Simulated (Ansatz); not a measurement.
Basis sets compared for Hg10Te10. The state is a singlet with charge 0. Geometry PBE-D4/def2-SVP. Ansatz on 5 threads of AMD EPYC 7R13 on a shared host and a share (37 GiB) of an NVIDIA H100 80GB HBM3; times are rough, and most runs start from earlier orbitals.

Cartesian coordinates in Å:
```
Hg 0.298 -4.003 1.187
Hg 3.596 -2.354 -0.422
Hg 0.722 -0.292 1.042
Hg -1.474 -2.710 -1.406
Hg -3.063 -1.073 0.986
Hg -1.922 1.477 3.471
Hg 3.752 0.361 -3.008
Hg 1.649 2.733 -0.818
Hg -1.844 1.189 -1.678
Hg -1.841 3.937 0.958
Te 2.464 -2.590 2.057
Te -2.033 -4.901 0.193
Te -1.500 -1.215 3.190
Te -3.974 -0.742 -1.532
Te 5.023 -2.015 -2.662
Te 1.283 2.304 1.859
Te 2.455 2.679 -3.420
Te 0.427 -0.741 -1.826
Te -2.695 4.049 3.536
Te -1.323 3.908 -1.707
```

In the def2 sets Hg, Te take a core potential; there is no spin–orbit coupling. Single mean-field runs in def2-SVP, def2-TZVP are fitted with def2-universal-jkfit. Another isomer (singlet) lies 0.12 eV lower at PBE0-D4/def2-TZVP; other spin states weren't run for this one.

Binding counts from free atoms (Hg singlet, Te triplet) in the same basis, without a counterpoise term.

```
           level  functions  energy (Eh)  HOMO (eV)  LUMO (eV)  binding per atom (eV)  wall time
 PBE-D4/def2-SVP        580   -4216.1238      -5.02      -3.54                   1.32       10 s
PBE0-D4/def2-SVP        580   -4215.8998      -5.95      -2.99                   1.28       13 s
```

(1) Estimate the rows for PBE-D4/def2-TZVP (with forces), PBE0-D4/def2-TZVP.

Answers

(1) 
```json
{"level": "PBE-D4/def2-TZVP (with forces)", "functions": "930", "energy (Eh)": "-4216.3507", "HOMO (eV)": "-5.00", "LUMO (eV)": "-3.50", "binding per atom (eV)": "1.43", "wall time": "15 s"}
{"level": "PBE0-D4/def2-TZVP", "functions": "930", "energy (Eh)": "-4216.1224", "HOMO (eV)": "-5.89", "LUMO (eV)": "-2.90", "binding per atom (eV)": "1.40", "wall time": "19 s"}
```
